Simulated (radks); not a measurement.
Question: Spherical quantum dot in the effective-mass picture: electrons in a parabolic well V = omega^2 r^2 / 2 with omega = 0.865, with a point charge +1 (a donor) at the centre, all in effective atomic units (hartree* = m*/eps^2 hartree, bohr* = eps/m* bohr), one dielectric constant everywhere. Calculated with a radial shooting solver with Libxc functionals: non-relativistic Kohn-Sham, r2SCAN, spin-polarised, spherical densities, generalised Kohn-Sham scheme. Levels are named by radial order and angular momentum (1s, 1p, 1d, 2s, ...), and open shells are averaged over m. Results are scaled to m* = 0.351 and eps = 12.9, for which hartree* = 57.4 meV and bohr* = 1.945 nm. At N = 28 the configuration is 1s2 1p6 1d10 2s2 1f(up 7, down 1). Does electron 29 go into 1f down or 2p up or 2p down?

Answer: Into 1f down. The total energies of the other choices lie higher by 1.61 meV (2p up), 4.31 meV (2p down).
